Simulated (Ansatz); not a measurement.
Consider the substitution at a C–C bond: `CC(C)C(C)(C)C(C)C` + `NC(N)=S` → `CNC(N)=S` + `CCC(C)(C)C(C)C`.

Gas-phase electronic energies from Ansatz, PBE0-D4/def2-TZVP geometries. CBS: MP2 limit from def2 TZ/QZ plus the TZ coupled-cluster correction, frozen cores. DFT in def2-TZVPP. B3LYP here is the variant with VWN-RPA as its local correlation; programs differ in this. Each species was taken in one conformer, which may not be the lowest.

```json
{"level": "r2SCAN-D4", "ΔE (kJ/mol)": "13.8", "difference from CCSD(T)/CBS": "-4.1"}
{"level": "PBE0-D4", "ΔE (kJ/mol)": "12.9", "difference from CCSD(T)/CBS": "-5.0"}
{"level": "B3LYP-D4", "ΔE (kJ/mol)": "10.6", "difference from CCSD(T)/CBS": "-7.3"}
{"level": "ωB97M-V", "ΔE (kJ/mol)": "16.3", "difference from CCSD(T)/CBS": "-1.6"}
{"level": "B2PLYP", "ΔE (kJ/mol)": "10.1", "difference from CCSD(T)/CBS": "-7.8"}
{"level": "PBE", "ΔE (kJ/mol)": "7.9", "difference from CCSD(T)/CBS": "-10.0"}
{"level": "r2SCAN", "ΔE (kJ/mol)": "12.2", "difference from CCSD(T)/CBS": "-5.7"}
{"level": "PBE0", "ΔE (kJ/mol)": "9.0", "difference from CCSD(T)/CBS": "-8.9"}
{"level": "B3LYP", "ΔE (kJ/mol)": "4.0", "difference from CCSD(T)/CBS": "-13.9"}
{"level": "MP2/def2-TZVPP", "ΔE (kJ/mol)": "20.5", "difference from CCSD(T)/CBS": "2.6"}
{"level": "SCS-MP2/def2-TZVPP", "ΔE (kJ/mol)": "16.0", "difference from CCSD(T)/CBS": "-1.9"}
{"level": "CCSD/def2-TZVPP", "ΔE (kJ/mol)": "15.7", "difference from CCSD(T)/CBS": "-2.2"}
{"level": "MP2/def2-QZVPP", "ΔE (kJ/mol)": "20.4", "difference from CCSD(T)/CBS": "2.5"}
{"level": "SCS-MP2/def2-QZVPP", "ΔE (kJ/mol)": "15.9", "difference from CCSD(T)/CBS": "-2.0"}
{"level": "MP2/CBS(def2)", "ΔE (kJ/mol)": "20.4", "difference from CCSD(T)/CBS": "2.5"}
{"level": "CCSD/CBS(def2)", "ΔE (kJ/mol)": "15.6", "difference from CCSD(T)/CBS": "-2.3"}
{"level": "CCSD(T)/CBS", "ΔE (kJ/mol)": "17.9", "difference from CCSD(T)/CBS": "0"}
```

Largest T1 diagnostic among the species: 0.016.

The D4 term adds +6.6 kJ/mol with B3LYP and +3.9 kJ/mol with PBE0; it sums over pairs of atoms, weighted by their polarisabilities, and B3LYP, whose exchange is more repulsive, gets the larger term. In def2-TZVPP, CCSD(T) changes the Hartree–Fock value by +17.8 kJ/mol (the triples alone add +2.3 kJ/mol) and MP2 by +20.3 kJ/mol.

CCSD(T)/CBS has its own doubt, a few kJ/mol and more with outer-core shells, so smaller differences from it don't rank the levels.
